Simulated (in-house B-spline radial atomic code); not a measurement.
A run on Cd that did not converge. Method: scalar-relativistic (X2C) BLYP, spin-polarised, spherical fractional occupations, Fermi nucleus of rms radius 4.6087 fm; computed with an all-electron radial atomic-structure program (B-spline basis).

Command:
```bash
python run_scf.py task.json out
```
Settings (nuclear radius in fm, mass in u):
```
Z                48
configuration    [Ar] 3d10 4s2 4p5.375 4d10 4f0.625 5s2
hamiltonian      x2c
method           b88,lyp
spin_polarised   True
nucleus          fermi
rms_radius       4.6087
atomic_mass      113.90336
speed_of_light   137.035999084
```

First and last ten iterations of the last attempt (damped for 15 steps, keeping 80 % of the old Fock matrix, then DIIS):
```
 iter        energy (Eh)    residual
    1       -5591.005027    4.47e-01
    2       -5590.486946    2.35e-01
    3       -5591.846562    1.35e-01
    4       -5592.369244    7.61e-02
    5       -5592.548199    4.42e-02
    6       -5592.603960    2.59e-02
    7       -5592.620287    1.55e-02
    8       -5592.624938    9.47e-03
    9       -5592.626278    5.96e-03
   10       -5592.626690    3.97e-03
  111       -5592.627209    3.41e-06
  112       -5592.627209    2.75e-06
  113       -5592.627209    3.21e-06
  114       -5592.627209    3.09e-06
  115       -5592.627209    3.62e-06
  116       -5592.627209    3.73e-06
  117       -5592.627209    3.86e-06
  118       -5592.627209    2.92e-06
  119       -5592.627209    2.76e-06
  120       -5592.627209    2.67e-06
 not converged after 120 iterations
```

The smallest residual met was 1.9e-06; the threshold is about 5e-07. Over the last five steps the energy moves by less than 9e-08 hartree, but the orbitals didn't meet the threshold. Time taken, with all properties: 2.5 s on 1 thread of Arm Neoverse V2, with other jobs on the host.
